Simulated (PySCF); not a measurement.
**Excitation energy of Xe by level of theory**

Xe [Xe] (1S) → Xe [Kr] 4d10 5s2 5p5 6s1 (3P), as a difference of total energies. All numbers are calculated (PySCF 2.14, scalar relativity through the core potential, in aug-cc-pVTZ-PP with ECP28MDF (6s5p4d2f, 55 functions)). Correlated levels: valence: 4s2 4p6 4d10 frozen. The calculations carry no spin-orbit coupling.

```tsv
method	excitation energy (eV)
UHF	8.427
MP2 (valence)	8.833
SCS-MP2 (valence)	8.868
CCSD (valence)	8.732
CCSD(T) (valence)	8.734
```

Problem. How much does correlation contribute at CCSD(T) (valence)?

Solution. 8.734 − (8.427) = 0.307 eV, measured against UHF.

The promoted electron is Rydberg-like, and one or two diffuse shells describe it only roughly, which tends to raise the upper state.
